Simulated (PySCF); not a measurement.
## Fe (iron, neutral): UHF calculation

Configuration: [Ar] 3d6 4s2, high-spin 5D determinant. All numbers are calculated (PySCF 2.14, scalar relativity by spin-free X2C-1e, in ANO-RCC-VTZP (6s5p3d2f1g, 59 functions)).

- Total energy: -1271.346867 hartree
- One-electron energy: -1755.9953 hartree
- Hartree (Coulomb) energy: 539.6240 hartree
- Exchange energy: -54.9756 hartree
- ⟨S²⟩: 6.0183
- ⟨L²⟩: 6.019
- Sum of ⟨r⟩: 21.80 bohr
- Sum of ⟨r²⟩: 40.92 bohr²
- Traceless quadrupole moment −½Σ⟨3z² − r²⟩ along its main axis: 0.197 e·bohr²
- Langevin diamagnetic susceptibility: -32.4 ×10⁻⁶ cm³/mol

```
shell  electrons  mean orbital energy (hartree)  spread (hartree)  rms radius, mean of both spins (bohr)
 1s α          1                     -263.67721                 0                                 0.0675
 1s β          1                     -263.67513                 0                                 0.0675
 2s α          1                      -32.49834                 0                                  0.288
 2s β          1                      -32.37831                 0                                  0.288
 2p α          3                      -27.56514           0.03242                                  0.260
 2p β          3                      -27.44701           0.00017                                  0.260
 3s α          1                       -4.42786                 0                                  0.871
 3s β          1                       -4.07660                 0                                  0.871
 3p α          3                       -2.97215           0.07353                                  0.936
 3p β          3                       -2.54824           0.05527                                  0.936
 3d α          5                       -0.67392           0.08644                                   1.24
 3d β          1                       -0.47041                 0                                   1.24
 4s α          1                       -0.28298                 0                                   3.49
 4s β          1                       -0.24438                 0                                   3.49
```

Densities and radii are taken from the X2C orbitals without a picture-change correction, which distorts them close to the nucleus.

Spin-orbit constants ζ (cm⁻¹) from the X2C one-electron operator on these orbitals: bare nucleus, nucleus screened by l(l+1)(2l+1)/3 electrons, and screened by the Breit-Pauli mean field of the electrons.

| shell | bare | screened nucleus | mean field |
| --- | --- | --- | --- |
| 2p | 70700 | 65260 | n/a |
| 3p | 8612 | 7950 | n/a |
| 3d | 768.9 | 473.2 | n/a |

To first order the Landé constant is A = -118.3 cm⁻¹, so the lowest level has J = 4 and lies 0.0587 eV below the centre of the term. This holds in LS coupling only.
